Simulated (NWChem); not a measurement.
# AlH2 cation; SMILES [AlH2+]

Program: NWChem. Pople sets run with spherical d functions. All runs use the structure optimised with PBE0-D3(BJ)/def2-TZVP. Vertical excitations in the gas phase; the lowest state need not have the same character in each row.

For level LDA (Slater exchange, VWN5)/6-31+G*, TDA:

```yaml
lowest excitation, singlet (eV): 5.91
lowest state with f > 0.02, singlet (eV): 9.31
orbital gap (eV): 5.71
```

How do the values read with level B3LYP/6-31+G*, TDA instead?

The lowest excitation, singlet (eV) comes out as 6.29 and the lowest state with f > 0.02, singlet (eV) comes out as 9.72. The orbital gap (eV) is 7.59.
